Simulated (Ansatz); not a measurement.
System: 4-bromopyridine, C$_{5}$H$_{4}$BrN, net charge 0, singlet state. 
Geometry from a B3LYP-D3(BJ)/def2-TZVP (Ansatz, a quantum-chemistry and plane-wave program) optimisation:
SMILES: c1nccc(c1)Br
```xyz
11

Br     1.7900     0.1470    -0.0104
C     -0.1068    -0.0088     0.0006
C     -0.8974     1.1283    -0.0414
C     -2.2770     0.9532    -0.0310
N     -2.8747    -0.2362     0.0167
C     -2.0904    -1.3119     0.0564
C     -0.7007    -1.2596     0.0507
H     -0.4631     2.1165    -0.0809
H     -2.9282     1.8200    -0.0629
H     -2.5910    -2.2734     0.0950
H     -0.1105    -2.1636     0.0842
```
Charge 0, spin multiplicity 1.

Basis-set convergence of Hartree-Fock and CCSD correlation energies (hartree) with Ansatz. Valence correlation only, unless marked. Spin-orbit coupling is left out. The frozen core is the preceding noble-gas configuration, with the filled d and f shells of earlier blocks. Non-relativistic.

The Hartree-Fock reference is unstable (checked in the largest basis), which strains HF and MP2. 

```
basis        functions        E(HF)  E(corr, CCSD)
-----------  ---------  -----------  -------------
aug-cc-pVDZ        210  -2818.52745       -0.99247
aug-cc-pVTZ        427            …              …
```

Problem. Fill in the missing entries.

Solution. 
- aug-cc-pVTZ, E(HF): -2818.65578
- aug-cc-pVTZ, E(corr, CCSD): -1.17983
